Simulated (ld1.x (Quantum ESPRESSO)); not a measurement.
**What one change does to a pseudopotential (carbon, TM)**

```json
{
 "Element": "C",
 "Generator": "ld1.x (Quantum ESPRESSO) 7.5",
 "Type": "norm-conserving Troullier–Martins (Kleinman–Bylander form)",
 "Functional": "LDA (PZ)",
 "Relativity": "scalar-relativistic",
 "Frozen core": "[He]",
 "Valence charge": "4",
 "Reference configuration": "2s1 2p3",
 "Partial waves": "2s (bound): rc 1.15 bohr; 2p (bound): rc 2.65 bohr; 3d channel at 0.2 Ry: rc 2.60 bohr",
 "Local potential": "all-electron potential smoothed inside 1.20 bohr (lloc = -2)",
 "Core correction": "none"
}
```

Change: all radii scaled by about 0.91 (s 1.04, p 2.42, d 2.38 bohr); local potential all-electron potential smoothed inside 1.10 bohr (lloc = -2).

Cutoffs: the cutoffs (Ry, on a coarse ladder) from which the occupation-weighted sum of valence levels, in a spherical-Bessel basis at the reference potential, stays within 10 and 1 mRy of its value at 400 Ry; they do not see the model core or the augmentation charge, which bear on the density cutoff. Errors are all-electron minus pseudo energies relative to the spin-unpolarised reference configuration.

Problem. Predict the effect on cutoff, ghosts and configuration errors.

Solution. The potential gets neither clearly harder nor softer (30 Ry and 80 Ry → 30 Ry and 80 Ry); of the 9 tests that both files solve, the error grows in 2 and shrinks in 7 by more than 15 % and 0.3 meV (median size 54.7 → 55.0 meV); neither file shows a bound ghost.

| quantity | base | changed |
| --- | --- | --- |
| cutoff, loose | 30 Ry | 30 Ry |
| cutoff, tight | 80 Ry | 80 Ry |
| bound ghosts | none | none |
| error for 2s2 2p2, meV [ΔE -8.24 eV] | -9.7 | -2.1 |
| error for 2s2 2p1, meV [ΔE 2.75 eV] | +208 | +149 |
| error for 2s2 2p0, meV [ΔE 27.01 eV] | +1119 | +811 |
| error for 2s1 2p0, meV [ΔE 74.98 eV] | +2224 | +1640 |
| error for 2s0 2p4, meV [ΔE 8.28 eV] | -7.5 | -0.6 |
| error for 2s2 2p1.5, meV [ΔE -4.21 eV] | +55 | +42 |
| error for 2s1 2p2, meV [ΔE 11.24 eV] | +48 | +31 |
| error for 2s1 2p3 (spin-polarised), meV [ΔE -5.36 eV] | +365 | +425 |
| error for 2s2 2p2 (spin-polarised), meV [ΔE -9.37 eV] | +24 | +55 |
